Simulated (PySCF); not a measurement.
InF: one state, many levels of theory

State: ¹Σ⁺ (singlet), closed shell. Set-up: In aug-cc-pVDZ-PP with ECP28, F aug-cc-pVDZ; scalar-relativistic core potentials (PySCF 2.14). De refers to In + F in their high-spin ground configurations, without counterpoise correction. A positive dipole means In(−)F(+).

```json
{"Level": "RHF", "Re (Å)": "1.996", "ωe (cm⁻¹)": "544", "De (eV)": "3.69", "μ (D)": "-3.35"}
{"Level": "RHF-MP2", "Re (Å)": "2.015", "ωe (cm⁻¹)": "524", "De (eV)": "5.82", "μ (D)": "n/a"}
{"Level": "RHF-SCS-MP2", "Re (Å)": "2.018", "ωe (cm⁻¹)": "521", "De (eV)": "5.63", "μ (D)": "n/a"}
{"Level": "RHF-CCSD", "Re (Å)": "2.011", "ωe (cm⁻¹)": "528", "De (eV)": "5.35", "μ (D)": "n/a"}
{"Level": "RHF-CCSD(T)", "Re (Å)": "2.014", "ωe (cm⁻¹)": "524", "De (eV)": "5.46", "μ (D)": "n/a"}
{"Level": "LDA", "Re (Å)": "2.005", "ωe (cm⁻¹)": "525", "De (eV)": "6.54", "μ (D)": "-3.30"}
{"Level": "PBE", "Re (Å)": "2.044", "ωe (cm⁻¹)": "490", "De (eV)": "5.78", "μ (D)": "-3.52"}
{"Level": "PW91", "Re (Å)": "2.041", "ωe (cm⁻¹)": "492", "De (eV)": "5.83", "μ (D)": "-3.53"}
{"Level": "r²SCAN", "Re (Å)": "2.014", "ωe (cm⁻¹)": "522", "De (eV)": "5.58", "μ (D)": "-3.30"}
{"Level": "r²SCANh", "Re (Å)": "2.008", "ωe (cm⁻¹)": "528", "De (eV)": "5.45", "μ (D)": "-3.33"}
{"Level": "PBE0", "Re (Å)": "2.016", "ωe (cm⁻¹)": "517", "De (eV)": "5.41", "μ (D)": "-3.49"}
{"Level": "HSE06", "Re (Å)": "2.017", "ωe (cm⁻¹)": "517", "De (eV)": "5.42", "μ (D)": "-3.50"}
```

Task: Which functional lies closest to RHF-CCSD(T) in De, which farthest, and by how much do they differ from it?

Result: Closest is r²SCANh (-0.6 pm in Re, +0.8 % in ωe, -0.01 eV in De against RHF-CCSD(T) in the same basis), farthest LDA (-0.9 pm in Re, +0.2 % in ωe, +1.08 eV in De). CCSD(T) converges more slowly with the basis than the functionals do and binds too weakly in this one, so the order can change at the basis-set limit.

Task: What does a quarter of exact exchange do here, going from PBE to PBE0?

Result: PBE0 less PBE: -2.8 pm in Re, +5.5 % in ωe, -0.37 eV in De. Exact exchange removes part of the self-interaction that spreads semilocal densities, and in most molecules shortens and stiffens the bond and lowers De; so it does here.

Task: What does the triples do here, going from RHF-CCSD to RHF-CCSD(T)?

Result: RHF-CCSD(T) less RHF-CCSD: +0.3 pm in Re, -0.8 % in ωe, +0.11 eV in De. Correlation nearly always deepens the well. The bond lengthens, as in strong covalent bonds, where excitations into antibonding orbitals dominate.

Correlated steps freeze 5 core orbitals. Correlated levels converge slowly with the basis: in double zeta they bind strong bonds too weakly, by up to about 1 eV, and carry superposition errors of some tenths. These are scalar-relativistic numbers at best; spin–orbit coupling would shift them, the dissociation energy most. Where the molecule has an RHF reference, its open-shell atoms are computed with UHF.

The whole job (state search and all levels along the bond) took about 1.1 min on 1 thread of AMD EPYC 9R45 96-Core (shared host), peak memory 0.68 GiB.
